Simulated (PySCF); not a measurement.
Molecule: SMILES CC[SiH2]O[SiH3], C₂H₁₀OSi₂.

Bonds (- single, = double, # triple, : aromatic): C1-C2, C2-Si3, Si3-O4, O4-Si5. C1 carries H6, H7, H8; C2 carries H9, H10; Si3 carries H11, H12; Si5 carries H13, H14, H15.

Frames of a GFN2-xTB Langevin trajectory at 400 K; GIAO PBE0/pcSseg-1 shieldings in PySCF 2.14.0 with density-fitted response routines, gas phase, non-relativistic; equivalent atoms averaged within each frame.

Referencing at the same level of theory: ¹³C (σref 186.93), ²⁹Si (σref 349.16), ¹H (σref 31.72) vs TMS; ¹⁷O (σref 336.08) against H2O. The references are static minima.

Q: How do the shifts (ppm) fluctuate along the trajectory?

A: 
```
         time (fs)    C2    C1    Si3    Si5    O4  H13/H14/H15  H11/H12  H9/H10  H6/H7/H8
optimised geometry  11.7   6.4  -21.0  -44.5   8.4         5.14     5.04    1.06      0.94
               250   8.6   4.4  -25.6  -30.8  11.3         6.17     4.74    0.98      0.57
               425  10.6   4.9  -25.0  -47.1  10.3         4.97     4.62    0.99      1.03
               625  11.7  10.1  -18.8  -35.8  16.0         5.13     5.28    1.84      1.94
               800  13.6   8.7  -28.5  -38.6  14.2         5.34     5.40    0.98      1.06
              1000  14.4  13.4  -11.6  -31.7  19.0         5.63     4.94    2.08      1.69
    mean of frames  11.8   8.3  -21.9  -36.8  14.2         5.45     4.99    1.37      1.26
standard deviation   2.3   3.8    6.7    6.6   3.5         0.47     0.34    0.54      0.55
```

5 frames give an uncertainty of the mean of about the standard deviation over 2.2 at best, since frames this close in time may not be independent; classical motion lacks zero-point vibration, and the reference would need the same averaging.
